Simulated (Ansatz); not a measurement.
Geometry optimisation, RKS PBE/def2-SVP (Ansatz 0.2.0).

The input (input.yaml):

```yaml
crystal:
  periodic: [false, false, false]
  atoms:
    - { symbol: Ge, position_ang: [0.0, 0.0, 0.0] }
    - { symbol: O, position_ang: [0.0, 0.0, 1.77] }
    - { symbol: H, position_ang: [-0.9095, -0.2814, 2.1071] }
    - { symbol: F, position_ang: [1.5842, 0.0, -0.5594] }
    - { symbol: Cl, position_ang: [-1.0456, 1.8115, -0.7393] }
    - { symbol: F, position_ang: [-0.7913, -1.3709, -0.5594] }
basis:
  gaussian: { orbitals: def2-SVP }
hamiltonian:
  xc: pbe
relax:
  f_tol: 0.02
  max_steps: 40
```

Run as:

```bash
$ ansatz run input.yaml --threads 2 --pin off --max-ram 3072MiB --backend cpu --events-out ev --progress --plain --runs-dir out
```

Where does it end, and by what steps?

It converged. The force dipped under the threshold on the way, but the program's further checks kept it going. After 18 steps the energy has fallen by 0.184 eV; H3 moved furthest, 0.32 Å.

```tsv
step	energy less start (eV)	largest force component (eV/Å)	accepted
0	0.0000	2.593	yes
1	-0.1485	0.986	yes
2	-0.1786	0.155	yes
3	-0.1797	0.091	yes
4	-0.1802	0.035	yes
5	-0.1806	0.042	yes
6	-0.1815	0.019	yes
7	-0.1218	1.940	no
8	-0.1818	0.023	yes
9	-0.1823	0.070	yes
10	-0.1832	0.011	yes
11	-0.1210	1.826	no
12	-0.1833	0.019	yes
13	-0.1824	0.325	no
14	-0.1835	0.078	yes
15	-0.1836	0.075	yes
16	-0.1838	0.070	yes
17	-0.1838	0.064	yes
18	-0.1839	0.002	yes
```

```xyz
6
Properties=species:S:1:pos:R:3
Ge -0.043 -0.018 0.012
O -0.003 -0.200 1.763
H -0.865 0.033 2.160
F 1.602 0.022 -0.514
Cl -1.091 1.725 -0.654
F -0.763 -1.403 -0.748
```

Whether the end is a true minimum wasn't checked by a vibrational analysis.

Run time: 49 s on 2 threads of Arm Neoverse N1, on a shared host, peak memory 0.14 GiB.
